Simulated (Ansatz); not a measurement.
Calculated with Ansatz (gas phase, PBE0-D4/def2-TZVP geometries, no zero-point term in ΔE). CBS: MP2 limit from def2 TZ/QZ plus the TZ coupled-cluster correction, frozen cores. DFT in def2-TZVPP. B3LYP here is the variant with VWN-RPA as its local correlation; programs differ in this. For Ge outer-core shells are correlated without core-valence functions, which leaves a few kJ/mol of doubt a bond. Scalar relativity is left out up to krypton. Each species was taken in one conformer, which may not be the lowest.

Reaction (redistribution): `O[SiH](O)[O][GeH3]` + `[CH3][Al]([SH])[Cl]` → `O[SiH](Cl)[O][GeH3]` + `[CH3][Al]([OH])[SH]`

`O[SiH](O)[O][GeH3]`:

Cartesian coordinates in Å:
```
O -1.460 -0.127 -1.413
Si -0.766 0.831 -0.287
O -1.940 1.403 0.700
O 0.319 0.055 0.644
Ge 1.690 -1.023 0.290
H -2.192 -0.679 -1.131
H -0.096 1.901 -1.052
H -1.696 1.544 1.615
H 2.435 -0.489 -0.944
H 2.571 -0.985 1.543
H 1.134 -2.432 0.035
```

`[CH3][Al]([SH])[Cl]`:

Z-matrix (Å, degrees):
```
C
Al 1 1.933
H 1 1.094 2 110.6
H 1 1.092 2 111.8 3 120.8
H 1 1.094 2 110.6 3 -118.4
S 2 2.177 1 122.1 3 -121.4
Cl 2 2.102 1 120.9 3 58.6
H 6 1.344 2 93.1 1 -180.0
```

`O[SiH](Cl)[O][GeH3]`:

Z-matrix (Å, degrees):
```
Si
Cl 1 2.063
O 1 1.606 2 111.3
O 1 1.634 2 107.8 3 119.3
H 1 1.472 2 107.1 3 -119.0
Ge 3 1.788 1 133.2 2 71.8
H 4 0.958 1 118.1 2 31.8
H 6 1.532 3 105.2 1 -145.2
H 6 1.533 3 107.1 1 95.6
H 6 1.535 3 108.6 1 -25.3
```

`[CH3][Al]([OH])[SH]`:

```xyz
9

C    -0.012    1.166    0.757
Al    0.219   -0.484   -0.231
O     1.707   -1.290   -0.182
S    -1.375   -1.385   -1.436
H    -0.264    1.995    0.090
H    -0.824    1.083    1.485
H     0.901    1.430    1.295
H     1.897   -2.105   -0.641
H    -2.249   -0.409   -1.136
```

| level | ΔE (kJ/mol) | difference from CCSD(T)/CBS |
| --- | --- | --- |
| PBE-D4 | 27.7 | -5.3 |
| r2SCAN-D4 | 32.1 | -0.9 |
| PBE0-D4 | 32.0 | -1.0 |
| B3LYP-D4 | 30.4 | -2.6 |
| ωB97X-V | 32.1 | -0.9 |
| ωB97M-V | 31.9 | -1.1 |
| B2PLYP | 32.5 | -0.5 |
| PBE | 28.9 | -4.1 |
| r2SCAN | 32.3 | -0.7 |
| PBE0 | 33.0 | 0.0 |
| B3LYP | 32.4 | -0.6 |
| HF/def2-TZVPP | 43.0 | 10.0 |
| MP2/def2-TZVPP | 31.9 | -1.1 |
| SCS-MP2/def2-TZVPP | 32.6 | -0.4 |
| CCSD/def2-TZVPP | 35.0 | 2.0 |
| CCSD(T)/def2-TZVPP | 33.9 | 0.9 |
| HF/def2-QZVPP | 42.4 | 9.4 |
| MP2/def2-QZVPP | 31.2 | -1.8 |
| SCS-MP2/def2-QZVPP | 32.1 | -0.9 |
| HF/CBS(def2) | 42.4 | 9.4 |
| MP2/CBS(def2) | 31.0 | -2.0 |
| CCSD/CBS(def2) | 34.1 | 1.1 |
| CCSD(T)/CBS | 33.0 | 0 |

Largest T1 diagnostic among the species: 0.012.

In def2-TZVPP, CCSD(T) changes the Hartree–Fock value by −9.1 kJ/mol (the triples alone add −1.1 kJ/mol) and MP2 by −11.0 kJ/mol. From PBE to PBE0 (25 % exact exchange), in def2-TZVPP and without D4, ΔE moves by +4.1 kJ/mol.
